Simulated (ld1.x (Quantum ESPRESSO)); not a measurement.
# Varying the RRKJ potential for scandium

Base potential:

Sc (Z = 21), norm-conserving RRKJ (Kleinman–Bylander form), made with ld1.x (Quantum ESPRESSO) 7.5 (LDA (PZ), scalar-relativistic). Core [Ne], reference 3s2 3p6 3d1 4s2 4p0. Waves: 3s (bound): rc 1.60 bohr; 3p (bound): rc 1.20 bohr; 3d (bound): rc 1.60 bohr. Local part: the d channel. Core correction: Bessel-smoothed model core inside 0.95 bohr. rho0 = 0.001.

Occupied shells without a wave of their own: 4s. They enter only through the test configuration that unscreens the potential, and ld1.x also counts them in the model core charge.

All-electron outer shells of the reference configuration (LDA (PZ), scalar-relativistic, ld1.x):

```json
{"shell": "2s", "level (eV)": "-472.96", "outermost node (bohr)": "0.10", "outermost maximum (bohr)": "0.28"}
{"shell": "2p", "level (eV)": "-388.03", "outermost node (bohr)": "–", "outermost maximum (bohr)": "0.23"}
{"shell": "3s", "level (eV)": "-54.71", "outermost node (bohr)": "0.42", "outermost maximum (bohr)": "0.92"}
{"shell": "3p", "level (eV)": "-33.56", "outermost node (bohr)": "0.39", "outermost maximum (bohr)": "0.97"}
{"shell": "4s", "level (eV)": "-4.30", "outermost node (bohr)": "1.33", "outermost maximum (bohr)": "3.06"}
{"shell": "3d", "level (eV)": "-3.42", "outermost node (bohr)": "–", "outermost maximum (bohr)": "1.10"}
{"shell": "4p", "level (eV)": "-1.52", "outermost node (bohr)": "1.49", "outermost maximum (bohr)": "4.03"}
```

Cutoffs, loose and tight: the cutoffs (Ry, on a coarse ladder) from which the occupation-weighted sum of valence levels, in a spherical-Bessel basis at the reference potential, stays within 10 and 1 mRy of its value at 400 Ry. They do not see the model core or the augmentation charge, which bear on the density cutoff. Test errors are all-electron minus pseudo excitation energies from the reference, over the configurations 3s2 3p6 3d1 4s1 4p0; 3s2 3p6 3d1 4s0 4p0; 3s2 3p6 3d0 4s0 4p0; 3s2 3p6 3d2 4s1 4p0; 3s2 3p6 3d1 4s0 4p2; 3s1 3p6 3d1 4s2 4p0; 3s2 3p6 3d1 4s1 4p1 (two spin-polarised tests are not counted in the largest error). A dash means not determined; rows that change the core or the reference have their own tests.

With those shells counted twice in exchange and correlation these files are broken, and their errors move erratically; no question is asked of them.

| change | outcome | cutoff, loose | cutoff, tight | bound ghosts | largest test error (meV) |
| --- | --- | --- | --- | --- | --- |
| base | generated | 90 Ry | 110 Ry | none | -608 |
| wave 3p (bound): rc 1.20 bohr becomes 3p (bound): rc 0.78 bohr | generated | 200 Ry | 300 Ry | none | -604 |
| wave 3p (bound): rc 1.20 bohr becomes 3p (bound): rc 0.92 bohr | generated | 110 Ry | 160 Ry | none | -606 |
| wave 3p (bound): rc 1.20 bohr becomes 3p (bound): rc 1.08 bohr | generated | 100 Ry | 140 Ry | none | -608 |
| wave 3p (bound): rc 1.20 bohr becomes 3p (bound): rc 1.18 bohr | generated | 90 Ry | 110 Ry | none | -608 |
| wave 3p (bound): rc 1.20 bohr becomes 3p (bound): rc 1.28 bohr | generated | 80 Ry | 90 Ry | none | -607 |
| wave 3p (bound): rc 1.20 bohr becomes 3p (bound): rc 1.40 bohr | generated | 70 Ry | 80 Ry | none | -606 |
| wave 3p (bound): rc 1.20 bohr becomes 3p (bound): rc 1.54 bohr | generated | 60 Ry | 80 Ry | none | -604 |
| wave 3p (bound): rc 1.20 bohr becomes 3p (bound): rc 1.68 bohr | generated | 60 Ry | 80 Ry | none | -605 |
| wave 3p (bound): rc 1.20 bohr becomes 3p (bound): rc 1.82 bohr | generated | 60 Ry | 80 Ry | none | -608 |

Reading the sweep of the p radius (base included, trends over the rows without a ghost): The loose cutoff falls from 200 Ry at 0.78 to 60 Ry at 1.82 bohr. A larger radius leaves more room for a smooth pseudo-wave, so fewer plane waves are needed; a smaller one forces it to follow the all-electron wave where it bends sharply. The median size of the test errors (rows with all tests solved) stays near 47.9 meV.
